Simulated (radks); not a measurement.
Spherical jellium clusters: N electrons in a uniform positive sphere of charge N and radius rs N^(1/3), rs = 2.96 bohr. Calculated with a radial shooting solver with Libxc functionals: non-relativistic Kohn-Sham, PBEsol, spin-polarised, spherical densities. Levels are named by radial order and angular momentum (1s, 1p, 1d, 2s, ...), and open shells are averaged over m.

N = 18, configuration 1s2 1p6 1d10. This is the lowest configuration that the search found. Occupied and some empty levels:

| level | occupation | eigenvalue (eV) | <r> (bohr) |
|---|---|---|---|
| 1s | 2 | -7.2662 | 4.604 |
| 1p | 6 | -5.6114 | 5.761 |
| 1d | 10 | -3.7383 | 6.614 |
| 2s | 0 | -3.3295 | 5.866 |
| 1f | 0 | -1.7051 | 7.494 |
| 2p | 0 | -1.2695 | 7.954 |

Energy (eV): total -28.6283, kinetic 52.865, external -1329.9, Hartree 650.05, exchange-correlation -83.589, background 681.92.
